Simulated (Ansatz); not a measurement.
Isolated molecules relaxed with PBE0-D4/def2-TZVP in Ansatz; ΔE leaves out vibrations. CCSD(T)/CBS is the MP2 limit (def2-TZVPP, def2-QZVPP) plus CCSD(T) − MP2 in def2-TZVPP, frozen cores. For Ge outer-core shells are correlated without core-valence functions, which leaves a few kJ/mol of doubt a bond. Scalar relativity is left out up to krypton. Each species was taken in one conformer, which may not be the lowest.

Reaction (redistribution): `C[O][GeH]([CH3])[SH]` + `O[SiH2][SiH2]Cl` → `C[O][GeH2][CH3]` + `O[SiH2][SiH](S)Cl`

```csv
species,CCSD(T)/CBS(def2) energy (Eh)
`C[O][GeH]([CH3])[SH]`,-2630.02692
`O[SiH2][SiH2]Cl`,-1116.20195
`C[O][GeH2][CH3]`,-2232.21365
`O[SiH2][SiH](S)Cl`,-1514.01709
```

Work out ΔE.

ΔE = (-2232.21365) + (-1514.01709) − (-2630.02692) − (-1116.20195) = -0.00187 Eh = -0.05 eV.

Largest T1 diagnostic among the species: 0.012.
